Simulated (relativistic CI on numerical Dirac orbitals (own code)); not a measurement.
What each ingredient does to the levels of Tl58+

Base calculation: Dirac-Coulomb-Breit CI, KLI orbitals optimised for each configuration, a model potential for QED, unscaled Slater integrals.

Configurations in the expansion (outside the closed core [Ne]): 3s2 3p6 3d5, 3s2 3p5 3d6, 3s2 3p4 3d7, 3s 3p6 3d6, 3p6 3d7, 3s 3p5 3d7, 3s2 3p6 3d4 4s, 3s2 3p6 3d4 4p, 3s2 3p4 3d6 4s, 3s2 3p6 3d4 4d, 3s2 3p4 3d6 4p, 3s2 3p5 3d5 4s, 3s2 3p6 3d4 4f, 3s 3p5 3d6 4s, 3s2 3p5 3d5 4p, 3s 3p5 3d6 4p, 3s2 3p6 3d3 4s2, 3s 3p6 3d5 4s, 3s2 3p6 3d3 4s 4p, 3p6 3d6 4p. Levels of other configurations are missing.

Variants: (1) valence Slater integrals scaled by 0.9; (2) only the first configuration; (3) only the first 3 configurations. Shifts of the energy above 3s2 3p6 3d5 2D_5/2, in eV, for the lowest level and the first level of each name with at least 55 % of one term (blank where a level changes its place among those of its configuration and J or its character, or is not in the variant):

| Level | Base | Δ(1) | Δ(2) | Δ(3) |
| --- | --- | --- | --- | --- |
| 3s2 3p6 3d5 2D_5/2 | 0.000 | 0.000 | 0.000 | 0.000 |
| 3s2 3p6 3d5 2D_3/2 | 146.276 | -3.211 | +0.712 | -0.027 |
| 3s2 3p6 3d5 4G_9/2 | 214.444 | +0.063 | -1.729 | -0.234 |
| 3s2 3p6 3d5 2I_13/2 | 217.751 | -0.562 | -2.644 | -0.527 |
| 3s2 3p6 3d5 4D_1/2 | 220.626 | -0.157 | -0.776 | +0.033 |
| 3s2 3p6 3d5 2G_7/2 | 231.630 | -1.553 | -0.996 | -0.003 |
| 3s2 3p6 3d5 4F_5/2 | 234.167 | -1.549 | -0.372 | -0.149 |
| 3s2 3p6 3d5 2P_3/2 | 269.545 | -5.025 | +0.572 | +0.224 |
| 3s2 3p5 3d6 4H°_13/2 | 561.490 | +2.860 |  | -0.278 |
| 3s2 3p5 3d6 4I°_15/2 | 570.816 | +1.731 |  | -0.545 |

At this charge energies of transitions that change n are usually good to better than 1 %, and those within a shell (Δn = 0) to a few per cent.

Ionisation energy from the two ground configurations alone: base 5969.66 eV. The NIST ASD value (theoretical) is 5969 eV.

LS names give the leading component of a level, which can be under half, so a name can repeat, a term be missing and a line seem to break the LS rules.
